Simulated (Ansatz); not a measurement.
Trimethylsilanol + PH₃ → `C[Si](C)(O)P` + CH₄ at 298.15 K and 1 bar (ligand exchange at the Si–C bond).

Program: Ansatz. Geometries: PBE0-D4/def2-TZVP. ΔE: electronic, gas phase. CBS: MP2 limit from def2 TZ/QZ plus the TZ coupled-cluster correction, frozen cores. This one scheme is used for every species. Each species was taken in one conformer, which may not be the lowest.

```
       species  CCSD(T)/CBS energy (Eh)  H − E (kJ/mol)  S (J/(mol·K))
`C[Si](C)(C)O`               -484.52812           352.8          371.0
           PH₃               -342.72256            73.1          210.2
`C[Si](C)(O)P`               -786.79678           304.8          387.7
           CH₄                -40.46206           127.4          186.2
```

H − E and S are ideal-gas, rigid-rotor, harmonic terms from PBE0-D4/def2-TZVP, for one conformer and one mirror image of each species. 1 Eh = 2625.50 kJ/mol, R = 8.31446 J/(mol·K).

**Question.** By hand: ΔE, ΔH, ΔS and ΔG.

**Answer.** ΔE = (-786.79678) + (-40.46206) − (-484.52812) − (-342.72256) = -0.00816 Eh = -21.4 kJ/mol. Δ(H − E) = 304.8 + 127.4 − 352.8 − 73.1 = 6.3, so ΔH = -15.1 kJ/mol. ΔS = 387.7 + 186.2 − 371.0 − 210.2 = -7.3 J/(mol·K). ΔG = -15.1 − 298.15 × (-7.3)/1000 = -12.9 kJ/mol.

**Question.** By hand: the equilibrium constant, and the temperature at which ΔG would vanish if ΔH and ΔS stayed fixed.

**Answer.** log₁₀ K = −ΔG/(RT ln 10) = 2.3. ΔG = 0 at ΔH/ΔS = 2068 K, though so small a ΔS makes that figure unsure.

The number of gas molecules stays the same, so ΔS is small and ΔH decides. A doubt of 5 kJ/mol in ΔE shifts log₁₀ K by 0.9 here. Other conformers and mirror images would add mixing entropy, several J/(mol·K) or more a flexible species. These are equilibria of isolated gas molecules and say nothing of rates. Largest T1 diagnostic: 0.013 (customary marks: 0.02 for closed shells, 0.045 for open ones).
